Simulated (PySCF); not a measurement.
# Property card for diboron tetrafluoride, `FB(F)B(F)F`

Species: diboron tetrafluoride, B2F4.
Cartesian coordinates in Å at the PBE0-D3(BJ)/def2-SVP level; atoms count from 1:
```
atom  x, y, z in Å
F1    -1.5230   -1.0348    0.5014
B2    -0.8592   -0.0353   -0.0419
F3    -1.5699    0.9116   -0.6201
B4     0.8605    0.0329    0.0181
F5     1.6193   -0.9221   -0.4791
F6     1.4786    1.0517    0.5785
```

Some functional groups and rings: three-coordinate boron.

From PBE0-D3(BJ)/def2-SVP geometry optimisation, gas phase (PySCF):

```yaml
Point_group: D2
Rotational_constants_A_B_C: 5.277, 2.282, 1.858 GHz
```

**wB97X-D/def2-SVPD ground state, ΔSCF and vertical TDDFT (core frozen in the response) (PySCF)**

```yaml
Dipole_moment: 0.00 D by symmetry (numerical residue 0.03 D)
HOMO_energy: -12.16 eV
LUMO_energy: 0.17 eV
HOMO–LUMO_gap: 12.33 eV
Lowest_singlet_excitation: 7.03 eV (176 nm, f = 0.043)
Strongest_line_among_the_10_lowest_singlet_transitions: S8 at 10.54 eV (118 nm, f = 0.179)
Lowest_triplet_excitation_Tamm–Dancoff: 5.74 eV
Static_isotropic_polarisability: 27.5 au
Vertical_ionisation_energy: 13.01 eV
Electronic_spatial_extent_⟨r²⟩_about_the_centre_of_nuclear_charge: 570 bohr²
```

From PBE/pcSseg-2 ground state and GIAO shieldings, non-relativistic (PySCF):

```yaml
Isotropic_shieldings_of_nuclei_other_than_C_and_H_by_class: 70 (B2/B4), 196 (F1/F3/F5/F6) ppm
```

From B3LYP/pcJ-1 indirect spin-spin coupling, non-relativistic, gas phase (PySCF):

```yaml
Largest_of_the_computed_one-bond_spin–spin_couplings_means_over_like_bonds: 19F–11B -178.6 (F1–B2 and 3 like it), 11B–11B +163.0 (B2–B4) Hz
```

**delta-SCF UKS SCAN, pcX-2 on the ionised atom, pcseg-1 elsewhere, spin-free X2C (PySCF)**

```yaml
Core_binding_energies: B1s 200.4 (B2/B4), F1s 694.2 (F1/F3/F5/F6) eV
```

Monoisotopic mass from the formula: 98.0122 u.

The principal polarisabilities are 24.5, 28.5 and 29.7 au; their mean is the isotropic value. S1 lies 5.30 eV below the HOMO–LUMO gap; its leading configuration is HOMO→LUMO, weight 0.98. Point group D2 forbids a permanent dipole, so the rigid molecule has no electric-dipole pure rotational spectrum. With B = h/(8π²I), that is 505.379 GHz u Å² over I, the principal moments of inertia are 95.8, 221.5 and 272.1 u Å² (most abundant isotopes); the inertial defect Ic − Ia − Ib is -45.2 u Å² (zero for a rigid planar frame, negative otherwise). The ΔSCF ionisation energy exceeds −ε(HOMO) by 0.85 eV with wB97X-D. The rotational constants make it an asymmetric top with κ = (2B − A − C)/(A − C) = -0.75, nearer the prolate limit (−1).

